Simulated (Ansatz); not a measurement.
Ansatz (a first-principles code) input:
A basis named .json is the Basis Set Exchange file of that set.

Ansatz 0.2 input:
```yaml
crystal:
  periodic: [false, false, false]
  atoms:
    - {symbol: Si, position_ang: [0.27079520, 0.04168601, 0.03613215]}
    - {symbol: Cl, position_ang: [-0.15951413, -1.30783104, -1.45150857]}
    - {symbol: Cl, position_ang: [-0.52751526, -0.70210585, 1.76260641]}
    - {symbol: Cl, position_ang: [-0.61335633, 1.80649297, -0.48824530]}
    - {symbol: N, position_ang: [1.91254027, 0.32814781, 0.29278548]}
    - {symbol: H, position_ang: [2.48520486, -0.33595462, 0.78878113]}
    - {symbol: H, position_ang: [2.44243771, 0.91386239, -0.33262286]}
basis:
  gaussian:
    orbitals: aug-cc-pV_D+d_Z.json
magnetization: {spin_polarized: false}
correlation: {method: ccsd_t, electrons: outside_noble_gas}
output: {forces: true}
```

Q: Predict the final energy.

A: -1724.08272 Eh (CCSD(T)/aug-cc-pV(D+d)Z). The basis has 169 functions. The run takes roughly 11 core-minutes.
